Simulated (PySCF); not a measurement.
# Hg: ionisation energy

Hg [Xe] 4f14 5d10 6s2 (1S) → Hg⁺ [Xe] 4f14 5d10 6s1 (2S), as a difference of total energies. Calculation: PySCF 2.14, in def2-QZVPPD with the def2 core potential (60 electrons) (7s5p4d4f2g, 88 functions); scalar relativity through the core potential. Correlated levels: valence: 5s2 5p6 frozen; valence and next inner shell: nothing frozen outside the core potential. The calculations carry no spin-orbit coupling.

```
                                method  ionisation energy (eV)  error (eV)
                                   UHF                   8.496      -1.942
                                   LDA                  10.856      +0.418
                                   PBE                  10.445      +0.007
                                  PBE0                  10.147      -0.291
                                r2SCAN                  10.328      -0.110
                                 TPSSh                  10.171      -0.267
                                 M06-L                  10.047      -0.391
                                  BLYP                  10.465      +0.027
                                 B97-3                  10.120      -0.318
                         MP2 (valence)                  10.388      -0.050
                     SCS-MP2 (valence)                  10.316      -0.122
    MP2 (valence and next inner shell)                  10.541      +0.103
SCS-MP2 (valence and next inner shell)                  10.423      -0.015
```

Reference: 10.438 eV (measured; NIST Atomic Spectra Database, ionization energies).

Errors of the correlated levels include the incompleteness of this basis and the frozen core.
